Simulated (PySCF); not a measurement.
Spectrum to structure. Computed with PySCF 2.14.0, density-fitted response routines, TDDFT PBE0/def2-SVPD, vertical, gas phase, core orbitals frozen in the response. Geometries: GFN2-xTB, one conformer each.

```json
{"state": "S1", "λ (nm)": "185.4", "f": "0.0000"}
{"state": "S2", "λ (nm)": "178.6", "f": "0.0044"}
{"state": "S3", "λ (nm)": "177.7", "f": "0.0008"}
{"state": "S4", "λ (nm)": "166.7", "f": "0.016"}
{"state": "S5", "λ (nm)": "166.5", "f": "0.024"}
{"state": "S6", "λ (nm)": "154.3", "f": "0.064"}
{"state": "S7", "λ (nm)": "152.6", "f": "0.023"}
{"state": "S8", "λ (nm)": "150.6", "f": "0.025"}
```

Question: Which structure fits? All have the formula C7H12.
A. `C=CCC=C(C)C`
B. `C[C@@H]1[C@H]2CCC[C@@H]12`
C. `[C@@H](C1CC1)(C=C)C`
D. `C=CC/C(C)=C/C`
E. `C([C@@H](CC#C)C)C`

Answer: E. Its S1 lies at 6.69 eV; the nearest of the others has S1 at 7.23 eV. S1 is HOMO→LUMO (32%), HOMO→LUMO+1 (25%), HOMO→LUMO+5 (12%). Löwdin shares by element: HOMO (one of a set within 0.03 eV) carbon 86% or more, hydrogen 4% or more; LUMO carbon 29% or more, hydrogen 9% or more (atoms not listed hold the other 63%). At the same level the other candidates give, for their lowest levels:
- `C[C@@H]1[C@H]2CCC[C@@H]12`: 170 nm (f 0.008); 170 nm (f 0.001); 164 nm (f 0.000); 164 nm (f 0.012); 158 nm (f 0.015); T1 7.18 eV; HOMO -7.51, LUMO 0.88 eV
- `C=CC/C(C)=C/C`: 210 nm (f 0.131); 192 nm (f 0.003); 183 nm (f 0.192); 176 nm (f 0.086); 174 nm (f 0.010); T1 4.23 eV; HOMO -6.74, LUMO 0.05 eV
- `C=CCC=C(C)C`: 205 nm (f 0.228); 193 nm (f 0.014); 182 nm (f 0.232); 175 nm (f 0.023); 173 nm (f 0.005); T1 4.26 eV; HOMO -6.76, LUMO 0.12 eV
- `C=C[C@H](C)C1CC1`: 172 nm (f 0.046); 170 nm (f 0.076); 168 nm (f 0.008); 167 nm (f 0.266); 160 nm (f 0.007); T1 4.50 eV; HOMO -7.39, LUMO 0.43 eV

Shape of the structure used: `[CH:1]#[C:2][CH2:3][C@@H:4]([CH3:5])[CH2:6][CH3:7]`: C2–C3–C4–C5 -66°, C3–C4–C6–C7 62°.
Triplets come from the Tamm–Dancoff approximation.
